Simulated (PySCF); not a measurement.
**Lu(NH2)3: from a saddle point downhill**

PySCF 2.14.0, RKS PBE0, Lu lcecp-1-SVP with ECP60, N def2-SVP, H def2-SVP; non-relativistic Hamiltonian with scalar-relativistic core potentials where named; density fitting; no spin-orbit coupling. Relaxed within the symmetry of its start, the geometry (D3h) is

```xyz
10

Lu    0.0000    0.0000    0.0000
N     2.1491    0.0000    0.0000
H     2.7754    0.0000    0.8049
H     2.7754    0.0000   -0.8049
N    -1.0745    1.8612    0.0000
H    -1.3877    2.4035    0.8049
H    -1.3877    2.4035   -0.8049
N    -1.0746   -1.8611    0.0000
H    -1.3877   -2.4035    0.8049
H    -1.3877   -2.4035   -0.8049
```

and its lowest harmonic modes are -436, -436, -433, -50, 128, 128 cm⁻¹ (negative: unstable). It was moved along the lowest mode and relaxed again.

Q: Where does it end, and how much lower?

A: In Cs, nearly D3h, 0.846 eV lower, after 46 steps:
```xyz
10

Lu   -0.0053    0.0107   -0.0356
N     2.1122    0.0073   -0.2157
H     2.7470    0.8055   -0.1955
H     2.7124   -0.8118   -0.3120
N    -1.0582    1.8384    0.2228
H    -2.0631    1.9570    0.3517
H    -0.6710    2.7820    0.2446
N    -1.0573   -1.8359   -0.0272
H    -2.0630   -1.9827    0.0614
H    -0.6537   -2.7704   -0.0946
```

Q: How do the contacts change?

A: 
```
     contact  saddle (Å)  end (Å)
Lu1–N2 (NH2)       2.149    2.125
Lu1–N5 (NH2)       2.149    2.125
Lu1–N8 (NH2)       2.149    2.125
```


Q: Is the end a minimum?

A: Yes; lowest modes 48, 109, 112, 241, 258, 264 cm⁻¹.

An lcecp potential fixes the number of 4f electrons, so in runs with it no electron can move into or out of that shell.

State: singlet in the valence, with the 4f electrons in the core potential.
